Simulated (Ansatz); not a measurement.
Total energies of Sr2O2⁺ from Ansatz at PBE0-D4/def2-TZVP, gas phase (1 Eh = 27.2114 eV = 2625.5 kJ/mol). The reference geometry is relaxed at r2SCAN-D4/def2-TZVP.

```xyz
4

Sr   -0.496    1.760   -0.112
Sr    0.495   -1.760    0.112
O     0.455    0.198    1.109
O    -0.455   -0.198   -1.109
```

```tsv
state	geometry	energy (Eh)
charge 1 doublet	reference	-211.66576
charge 0 singlet	reference	-211.83037
charge 1 quartet	relaxed at r2SCAN-D4/def2-TZVP	-211.54544
```

In the def2 sets Sr takes a core potential; there is no spin–orbit coupling.

Work out the vertical electron affinity, to the singlet.

E(charge 1 doublet) − E(charge 0 singlet) = -211.66576 − (-211.83037) = 0.16461 Eh = 4.48 eV.

Which of the charge 1 states is lowest, and how far above it are the others?

The doublet. quartet: -211.54544 − (-211.66576) = 0.12032 Eh = 315.9 kJ/mol.

The structure comes from a short search, and lower isomers may exist.
